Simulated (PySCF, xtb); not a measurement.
C10H7N3, SMILES N1=CN=C2C=CC=C3N2C1=CC=C3.

GFN2-xTB in xtb at its own geometry gives an orbital gap of 1.71 eV and a dipole moment of 3.61 D.

Coordinates come from a PBE0-D3(BJ)/def2-SVP optimisation.

Task: What does PBE/def2-SVP in PySCF give? (Estimate from the structure and the level; the computed values follow.)

Result: gap 1.60 eV (levels -4.42 and -2.83 eV), dipole 3.26 D.
